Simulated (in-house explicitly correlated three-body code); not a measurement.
Computed with an exponentially correlated three-body code. Model: two electrons around a point charge, non-relativistic, variational in 260 exponentially correlated functions (energies converged to about 1e-7 hartree, or 1e-8 relative for large Z).

Command:
```bash
python run_hyl.py task.json out
```
Settings (lengths in bohr, energies in hartree):
```
Z                      1
nuclear_mass           3
interaction_strength   1
functions              260
states_tried           1
```

Run time, properties included: 2.3 s on 1 thread of Intel(R) Xeon(R) Platinum 8259CL CPU @ 2.50GHz (Skylake/Cascade Lake), with other jobs on the host.

**Ground state only, binding against the one-electron ion.**

Given: nuclear charge 1; mass of the centre 3 electron masses.

Computed: one-electron threshold -0.375 hartree.

```json
{"term": "1 1S", "energy (hartree)": "-0.392141012", "binding (eV)": "0.46643"}
```

**Converged states only, values per electron or pair.**

```json
{"term": "1 1S", "mean r (bohr)": "3.7753", "mean r squared (bohr²)": "23.65", "mean inverse r (1/bohr)": "0.50531", "mean r12 (bohr)": "6.0513", "mean inverse r12 (1/bohr)": "0.22633", "mean cosine": "-0.040858", "mean p1 dot p2 (bohr⁻²)": "0.004175", "delta r1 (bohr⁻³)": "0.069156", "delta r12 (bohr⁻³)": "0.0008395"}
```
